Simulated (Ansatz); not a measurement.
Q: Predict a relaxed structure of the cluster Be₂F₃, charge 0, doublet, at r2SCAN-D4/def2-TZVP (Ansatz).

A: 
```csv
atom,x (Å),y (Å),z (Å)
Be1,-1.143,-1.040,0.431
Be2,0.429,0.390,-0.161
F3,-1.033,0.531,0.374
F4,0.331,-1.169,-0.110
F5,1.416,1.288,-0.533
```
Point group C2v (tolerance 0.1 Å). This is one stationary point.

The relaxation made no stability test and no search for a lower SCF solution. The structure comes from a short search, and lower isomers may exist.
